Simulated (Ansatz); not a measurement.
Ansatz (a program for electronic structure) input (CCSD(T)/aug-cc-pV(D+d)Z):
A basis named .json is the Basis Set Exchange file of that set.

Ansatz 0.2 input:
```yaml
crystal:
  periodic: [false, false, false]
  atoms:
    - {symbol: C, position_ang: [-2.15890868, -0.40122079, 0.06529227]}
    - {symbol: Si, position_ang: [-0.47210777, -0.07011249, 0.01003441]}
    - {symbol: Cl, position_ang: [0.55773229, -1.21528958, -1.44085880]}
    - {symbol: Cl, position_ang: [0.40327315, 1.87084237, -0.44457539]}
    - {symbol: Cl, position_ang: [0.51000232, -0.42280846, 1.85072926]}
    - {symbol: H, position_ang: [-2.73504207, -0.06875326, 0.92239537]}
    - {symbol: H, position_ang: [-2.70912891, -0.49900068, -0.86464690]}
basis:
  gaussian:
    orbitals: aug-cc-pV_D+d_Z.json
total_charge: -1
magnetization: {spin_polarized: false}
correlation: {method: ccsd_t, electrons: outside_noble_gas}
output: {forces: true}
```

Output:

```
Functional definition: HF
integrals: 0.61 GiB planned
1654 factors; integrals over basis functions are off by at most 7.0e-4 eV
mean field: 1.25 GiB planned
mean field evaluation 1: about -46437.1266 eV, gradient 3.5e1 eV
mean field evaluation 2: about -46437.1766 eV, gradient 3.5e1 eV
mean field evaluation 4: about -46440.4797 eV, gradient 2.7e0 eV
mean field evaluation 8: about -46440.5264 eV, gradient 2.2e-1 eV
mean field evaluation 16: about -46437.1241 eV, gradient 3.5e1 eV
mean field -46440.52679289 eV, -1706.6578811190 hartree, gradient 1.7e-6 eV, S^2 0.000000; 0 other end points of the search recorded, 0 dependent functions left out
21 core orbitals not correlated
reference -46440.52679289 eV, -1706.6578811190 hartree; 16, 16 occupied and 132, 132 virtual orbitals, 1654 factors
densities: 2.90 GiB planned
second order -19.35185542 eV of doubles, -0.00000000 eV of singles
coupled cluster: 1.57 GiB planned
cycle   1  -20.22214564 eV  change   -8.7e-1 eV  update   9.5e-2
cycle   2  -20.62184215 eV  change   -4.0e-1 eV  update   2.7e-2
cycle   3  -20.70567590 eV  change   -8.4e-2 eV  update   1.3e-2
cycle   4  -20.70284557 eV  change    2.8e-3 eV  update   3.1e-3
cycle   5  -20.70143323 eV  change    1.4e-3 eV  update   1.5e-3
cycle   6  -20.70124814 eV  change    1.9e-4 eV  update   5.9e-4
cycle   7  -20.70130644 eV  change   -5.8e-5 eV  update   2.5e-4
cycle   8  -20.70136932 eV  change   -6.3e-5 eV  update   9.6e-5
cycle   9  -20.70138637 eV  change   -1.7e-5 eV  update   3.5e-5
cycle  10  -20.70137246 eV  change    1.4e-5 eV  update   1.5e-5
cycle  11  -20.70136821 eV  change    4.3e-6 eV  update   7.5e-6
cycle  12  -20.70137118 eV  change   -3.0e-6 eV  update   3.4e-6
perturbative correction -0.74398662 eV, -0.0273410041 hartree
the calculation of the forces begins
Total energy: -46461.97215069 eV, -1707.4459834822 hartree
Atom 0 at    -2.158909    -0.401221     0.065292 Å, force    -0.094097    -0.256894     0.060485 eV/Å
Atom 1 at    -0.472108    -0.070112     0.010034 Å, force     0.336852     0.145632    -0.030178 eV/Å
Atom 2 at     0.557732    -1.215290    -1.440859 Å, force     0.118194    -0.128201    -0.177177 eV/Å
Atom 3 at     0.403273     1.870842    -0.444575 Å, force     0.092093     0.159698    -0.037114 eV/Å
Atom 4 at     0.510002    -0.422808     1.850729 Å, force     0.112446    -0.032752     0.219272 eV/Å
Atom 5 at    -2.735042    -0.068753     0.922395 Å, force    -0.289496     0.168365     0.447991 eV/Å
Atom 6 at    -2.709129    -0.499001    -0.864647 Å, force    -0.275992    -0.055848    -0.483280 eV/Å
Dipole moment:     0.431467     0.075172    -0.011842 e Å
```

It need not be the lowest isomer of its formula. Whether it binds its extra electron was not tested at this geometry.
